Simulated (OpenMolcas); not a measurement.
# Computed transition rates of Au2+

```yaml
Program: OpenMolcas
Method: "MS-CASPT2, IPEA 0.25 Eh, imaginary shift 0.1 Eh (closed shells correlated: 5s 5p)"
Basis: ANO-R3 [9s7p6d4f2g2h]
Scalar_Hamiltonian: X2C, finite nucleus
Active_space: 9 electrons in 6 orbitals (5d 6s)
State_averaging: 2S+1 = 2 even, 30 roots; 2S+1 = 4 even, 10 roots kept (CI in the orbitals of an earlier block)
Spin-orbit_coupling: state interaction with AMFI integrals over the reference wave functions, term energies averaged over their components
```

Rates come from the transition moments of the reference wave functions (E1 and E2 in the length form). At fixed line strength A goes as λ^-3 for E1 and M1 and as λ^-5 for E2, so a rate at the computed wavelength can be rescaled to the measured one. Measured vacuum wavelengths follow from level energies in Iglesias, J. Res. Natl. Bur. Stand. 64A, 481 (1960). Branching counts decays inside the model space alone, at computed energies, and the table is only a selection of the E2 and M1 lines, drawn from those between levels with measured partners whose computed energy lies within a factor of 1.5 of the measured one.

```json
{"Upper": "5d⁸ 6s ²P_1/2", "Lower": "5d⁹ ²D_5/2", "Type": "E2", "λ computed (nm)": "177", "λ measured (nm)": "171.4", "A computed (s-1)": "1.55e+02", "A rescaled (s-1)": "1.82e+02", "Branching %": "69.7"}
{"Upper": "5d⁸ 6s ²G_9/2", "Lower": "5d⁹ ²D_5/2", "Type": "E2", "λ computed (nm)": "177.9", "λ measured (nm)": "173", "A computed (s-1)": "8.98e+01", "A rescaled (s-1)": "1.03e+02", "Branching %": "74.5"}
{"Upper": "5d⁸ 6s ²F_7/2 [59 %]", "Lower": "5d⁹ ²D_5/2", "Type": "E2", "λ computed (nm)": "229", "λ measured (nm)": "218.6", "A computed (s-1)": "5.17e+01", "A rescaled (s-1)": "6.52e+01", "Branching %": "50.9"}
{"Upper": "5d⁸ 6s ²F_7/2 [59 %]", "Lower": "5d⁸ 6s ⁴F_9/2", "Type": "M1", "λ computed (nm)": "629.3", "λ measured (nm)": "625.5", "A computed (s-1)": "4.59e+01", "A rescaled (s-1)": "", "Branching %": "45.1"}
{"Upper": "5d⁸ 6s ²P_1/2", "Lower": "5d⁹ ²D_3/2", "Type": "E2", "λ computed (nm)": "232", "λ measured (nm)": "219.1", "A computed (s-1)": "3.96e+01", "A rescaled (s-1)": "5.27e+01", "Branching %": "17.7"}
{"Upper": "5d⁹ ²D_3/2", "Lower": "5d⁹ ²D_5/2", "Type": "M1", "λ computed (nm)": "746.2", "λ measured (nm)": "787.8", "A computed (s-1)": "3.90e+01", "A rescaled (s-1)": "3.31e+01", "Branching %": "100.0"}
{"Upper": "5d⁸ 6s ⁴F_5/2 [68 %]", "Lower": "5d⁸ 6s ⁴F_7/2 [62 %]", "Type": "M1", "λ computed (nm)": "1045", "λ measured (nm)": "1070", "A computed (s-1)": "2.93e+01", "A rescaled (s-1)": "2.73e+01", "Branching %": "80.3"}
{"Upper": "5d⁸ 6s ²G_9/2", "Lower": "5d⁸ 6s ⁴F_9/2", "Type": "M1", "λ computed (nm)": "351.6", "λ measured (nm)": "356.3", "A computed (s-1)": "2.78e+01", "A rescaled (s-1)": "", "Branching %": "23.0"}
{"Upper": "5d⁸ 6s ²G_7/2", "Lower": "5d⁹ ²D_3/2", "Type": "E2", "λ computed (nm)": "231.1", "λ measured (nm)": "217.9", "A computed (s-1)": "2.70e+01", "A rescaled (s-1)": "3.62e+01", "Branching %": "49.6"}
{"Upper": "5d⁸ 6s ²G_7/2", "Lower": "5d⁸ 6s ⁴F_7/2 [62 %]", "Type": "M1", "λ computed (nm)": "419.2", "λ measured (nm)": "425.4", "A computed (s-1)": "1.94e+01", "A rescaled (s-1)": "", "Branching %": "35.7"}
{"Upper": "5d⁸ 6s ⁴P_3/2 [56 %]", "Lower": "5d⁹ ²D_5/2", "Type": "E2", "λ computed (nm)": "207.5", "λ measured (nm)": "200.1", "A computed (s-1)": "1.28e+01", "A rescaled (s-1)": "", "Branching %": "35.0"}
{"Upper": "5d⁸ 6s ⁴P_1/2", "Lower": "5d⁹ ²D_5/2", "Type": "E2", "λ computed (nm)": "208.7", "λ measured (nm)": "202.3", "A computed (s-1)": "7.25e+00", "A rescaled (s-1)": "", "Branching %": "77.2"}
{"Upper": "5d⁸ 6s ⁴F_7/2 [62 %]", "Lower": "5d⁹ ²D_5/2", "Type": "E2", "λ computed (nm)": "304.7", "λ measured (nm)": "285.1", "A computed (s-1)": "7.17e+00", "A rescaled (s-1)": "", "Branching %": "71.7"}
{"Upper": "5d⁸ 6s ⁴P_3/2 [56 %]", "Lower": "5d⁸ 6s ⁴F_5/2 [68 %]", "Type": "M1", "λ computed (nm)": "1724", "λ measured (nm)": "1804", "A computed (s-1)": "5.56e+00", "A rescaled (s-1)": "", "Branching %": "15.2"}
{"Upper": "5d⁸ 6s ⁴F_5/2 [68 %]", "Lower": "5d⁹ ²D_5/2", "Type": "E2", "λ computed (nm)": "235.9", "λ measured (nm)": "225.1", "A computed (s-1)": "4.14e+00", "A rescaled (s-1)": "", "Branching %": "11.3"}
{"Upper": "5d⁸ 6s ²G_9/2", "Lower": "5d⁸ 6s ²F_7/2 [59 %]", "Type": "M1", "λ computed (nm)": "796.7", "λ measured (nm)": "827.9", "A computed (s-1)": "2.79e+00", "A rescaled (s-1)": "", "Branching %": "2.3"}
{"Upper": "5d⁸ 6s ⁴F_7/2 [62 %]", "Lower": "5d⁸ 6s ⁴F_9/2", "Type": "M1", "λ computed (nm)": "1985", "λ measured (nm)": "1879", "A computed (s-1)": "2.76e+00", "A rescaled (s-1)": "3.25e+00", "Branching %": "27.6"}
{"Upper": "5d⁸ 6s ²G_7/2", "Lower": "5d⁸ 6s ⁴F_9/2", "Type": "M1", "λ computed (nm)": "346.1", "λ measured (nm)": "346.8", "A computed (s-1)": "2.58e+00", "A rescaled (s-1)": "", "Branching %": "4.7"}
{"Upper": "5d⁸ 6s ²G_7/2", "Lower": "5d⁹ ²D_5/2", "Type": "E2", "λ computed (nm)": "176.4", "λ measured (nm)": "170.7", "A computed (s-1)": "2.33e+00", "A rescaled (s-1)": "2.75e+00", "Branching %": "4.3"}
{"Upper": "5d⁸ 6s ⁴P_3/2 [56 %]", "Lower": "5d⁹ ²D_3/2", "Type": "M1", "λ computed (nm)": "287.4", "λ measured (nm)": "268.3", "A computed (s-1)": "2.30e+00", "A rescaled (s-1)": "", "Branching %": "6.3"}
{"Upper": "5d⁸ 6s ²G_7/2", "Lower": "5d⁸ 6s ⁴F_5/2 [68 %]", "Type": "M1", "λ computed (nm)": "700.1", "λ measured (nm)": "706.3", "A computed (s-1)": "1.47e+00", "A rescaled (s-1)": "", "Branching %": "2.7"}
{"Upper": "5d⁸ 6s ²G_7/2", "Lower": "5d⁸ 6s ²F_7/2 [59 %]", "Type": "M1", "λ computed (nm)": "769", "λ measured (nm)": "778.6", "A computed (s-1)": "1.25e+00", "A rescaled (s-1)": "", "Branching %": "2.3"}
{"Upper": "5d⁸ 6s ⁴F_5/2 [68 %]", "Lower": "5d⁹ ²D_3/2", "Type": "E2", "λ computed (nm)": "344.9", "λ measured (nm)": "315.1", "A computed (s-1)": "8.75e-01", "A rescaled (s-1)": "", "Branching %": "2.4"}
{"Upper": "5d⁸ 6s ⁴P_1/2", "Lower": "5d⁹ ²D_3/2", "Type": "M1", "λ computed (nm)": "289.8", "λ measured (nm)": "272.1", "A computed (s-1)": "2.14e-01", "A rescaled (s-1)": "", "Branching %": "2.3"}
{"Upper": "5d⁸ 6s ⁴F_9/2", "Lower": "5d⁹ ²D_5/2", "Type": "E2", "λ computed (nm)": "359.9", "λ measured (nm)": "336.1", "A computed (s-1)": "8.83e-02", "A rescaled (s-1)": "", "Branching %": "100.0"}
```

Spin-changing lines and M1 lines between different terms are not rescaled, since their strength hangs on the term gaps too.

The largest correction is for 5d⁸ 6s ²G_7/2 → 5d⁹ ²D_3/2 (E2): 2.70e+01 × (231.1 / 217.9)^5 = 3.62e+01 s-1, a factor of 1.34.

These are rates of the free ion; in crystals, glasses and complexes forced electric-dipole and non-radiative decay shorten such lifetimes by orders of magnitude. No measured rate stands beside these. Rescaling mends the energy factor alone: line strengths can still be far off where a level mixes with configurations outside the active space, and weak or spin-changing lines hang on small mixing coefficients that depend on the term gaps too, so rescaling need not improve them.

CASPT2 does not keep the components of a term degenerate, so their means are used; among the terms shown or strongly mixed into the levels shown the widest spread is 970 cm-1 (5d⁸ 6s ⁴F). Terms from blocks run as CI alone lack orbitals of their own. A single d shell beside an s shell can misplace configurations of different d count against each other. The CASPT2 spread within a term exceeds the gap to the next term for 5d⁸ 6s ²P and 5d⁸ 6s ²G, so the order of their levels is uncertain. Computed and measured levels are paired by configuration, term and J; levels that our copy of the source lacks, or whose pairing is in doubt (as where it misses far off the trend of its configuration), stay unpaired. Only configurations of the active space appear.

A share in square brackets marks a mixed level and gives the weight of the term that names it.
